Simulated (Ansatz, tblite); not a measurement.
Removing and adding an electron: Cd6CuTe6Cl2. Total charge 0; doublet. Geometry: PBE-D4/def2-SVP. Ansatz, gas phase; energy differences of separate SCF runs; the oxidised species is a singlet (the triplet lies 0.03 eV higher at PBE0-D4/def2-TZVP); the reduced species is a singlet (the triplet lies 1.02 eV higher at PBE0-D4/def2-TZVP).

Cartesian coordinates in Å:
```
Cd -1.710 2.663 -1.760
Cd 0.490 -3.756 0.193
Cd -0.650 -1.042 -0.974
Cu 1.823 0.549 -0.782
Cd 0.895 2.760 0.623
Cd 1.638 -0.827 1.743
Cd -2.278 1.556 1.171
Te 2.290 -1.983 -1.260
Te 0.164 0.961 -2.772
Te -1.425 4.200 0.627
Te 2.243 -3.527 2.244
Te -1.278 -0.876 1.826
Te 3.163 1.494 1.279
Cl -1.538 -3.580 -1.229
Cl -3.829 1.405 -0.930
```

In the def2 sets Cd, Te take a core potential; there is no spin–orbit coupling. The xTB rows come from tblite. Single mean-field runs in def2-TZVP are fitted with def2-universal-jkfit. No other spin state of charge 0 was run.

```tsv
level	−HOMO (eV)	vertical IE (eV)	−LUMO (eV)	vertical EA (eV)	HOMO–LUMO gap (eV)	IE − EA (eV)	remarks
PBE-D4/def2-TZVP	5.08	6.84	4.52	2.90	0.56	3.94	restricted singlet, untested (+1 singlet)
PBE0-D4/def2-TZVP	5.99	7.15	3.90	2.88	2.10	4.27	restricted singlet, untested (+1 singlet)
r2SCAN0-D4/def2-TZVP	6.21	–	3.82	2.89	2.39	–	–
```

(1) Estimate the rows for GFN1-xTB, GFN2-xTB.

Results:

(1) 
```
   level  −HOMO (eV)  vertical IE (eV)  −LUMO (eV)  vertical EA (eV)  HOMO–LUMO gap (eV)  IE − EA (eV)
GFN1-xTB           –             10.66           –              6.88                   –          3.78
GFN2-xTB           –             11.33           –              7.02                   –          4.31
```

Relaxing the oxidised species (PBE-D4/def2-SVP) changes its energy by -1.12 eV at PBE-D4/def2-TZVP, so the adiabatic ionisation energy to this nearest minimum is 5.71 eV. On the way the bond Cd3–Te8 breaks and the bond Cd6–Te8 breaks and Cd3–Cl15 forms and Te8–Te11 forms. At PBE0-D4/def2-TZVP it is 5.73 eV.  Run but left out: r2SCAN0-D4/def2-TZVP (charge +1 singlet: restricted singlet with a triplet 0.10 eV lower at the same geometry).   HOMO and LUMO are the levels of the spin that leaves or enters (xTB has no such levels and no spin-polarisation term). Other spin states of the ions may lie lower, which would lower the ionisation energy or raise the affinity. Raw xTB energy differences between charge states are shifted by several eV; the methods need an empirical correction for them. Sets without diffuse functions give affinities that are too small.
